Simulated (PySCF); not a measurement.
AlCl2, SMILES [Al]([Cl])[Cl], multiplicity 2. Atoms are numbered in the order given.

```xyz
3

Al     0.0000     0.0000     0.7751
Cl     0.0000    -1.8290    -0.2964
Cl     0.0000     1.8290    -0.2964
```
Charge 0, spin multiplicity 2.

Geometry optimised at PBE-D3(BJ)/def2-TZVP. The spin state was assumed, not searched. The isomer is the one that the SMILES or the coordinates give; other isomers of the formula were not compared.

Computed with PBE-D3(BJ)/def2-TZVP (PySCF 2.14.0).

Frequencies are harmonic and unscaled.

```tsv
mode	ν (cm⁻¹)	IR (km/mol)	moving atoms (share of kinetic energy)
1	137	5.9	Cl 72 %, Al 28 %
2	437	39.9	Cl 56 %, Al 44 %
3	551	152.0	Al 66 %, Cl 34 %
```
